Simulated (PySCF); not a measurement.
A rate constant, worked out

An elementary step of BHClOF, closed shell (BHClOF ([OH][B]([F])[Cl]) → BOF + HCl; B–Cl, O–H broken or loosened, Cl–H formed or tightened). The start structure is the reactant molecule, and the electronic barrier above it is 2.485 eV by CCSD(T) at an estimated basis limit (MP2 extrapolated from triple and quadruple zeta, plus CCSD(T) − MP2 in triple zeta). Program: PySCF 2.14 with density fitting (its default auxiliary sets; JK sets also for MP2 and CCSD(T)). Basis: def2-TZVPP and def2-QZVPP. Cores are frozen in the correlated methods. Extrapolation: Hartree–Fock as exp(−7.88 √X), correlation as X^−2.97. Harmonic wavenumbers (analytic Hessian with the translational sum rule) at PBE0-D4/def2-TZVP (PySCF 2.14 with density fitting (its default auxiliary sets; JK sets also for MP2 and CCSD(T))), in cm⁻¹:

Start: 337, 412, 559, 597, 681, 991, 1264, 1490, 3904.

Saddle: 957i, 201, 486, 499, 541, 759, 1019, 1610, 1959.

Work out the transition-state-theory rate constant at 700 K from these numbers alone (harmonic vibrations; rotation, path degeneracy and anharmonicity left out), and the Wigner tunnelling factor. Use 1 cm⁻¹ = 1.2398 × 10⁻⁴ eV and k_B = 8.617 × 10⁻⁵ eV/K.

Zero-point energies, half the sums: start 10235/2 cm⁻¹ = 0.6345 eV; saddle, real modes only, 7074/2 cm⁻¹ = 0.4385 eV.
Barrier with zero-point energy: 2.485 + 0.4385 − 0.6345 = 2.2890 eV.
k_BT = 0.06032 eV, so the barrier is 37.95 k_BT.
Vibrational partition functions from the zero-point level, ln q = −Σ ln(1 − exp(−hν/k_BT)): start 2.530, saddle 2.808.
k = (k_BT/h) exp(ln q‡ − ln q) exp(−E0/k_BT), with log₁₀(k_BT/h in s⁻¹) = 13.16: log₁₀ k = 13.16 + (0.278 − 37.95)/2.3026 = -3.20, so k ≈ 6 × 10^(-4) s⁻¹.
Wigner factor: 1 + (hν‡/k_BT)²/24 = 1 + (1.97)²/24 = 1.16. A change of 1 kcal/mol (0.043 eV) in the barrier would change k by a factor of 2.1 at this temperature.

No T1 diagnostic of these runs exceeds 0.016.

Labels in which every atom is bracketed show which atoms are joined, not bond orders.

For scale, one of the runs: CCSD(T)/def2-TZVPP, 149 basis functions, launched by `OMP_NUM_THREADS=4 python run.py`. Hardware: 4 CPU threads of an Arm Neoverse V1, shared host. Wall time 2 min; peak host memory 1.2 GiB.
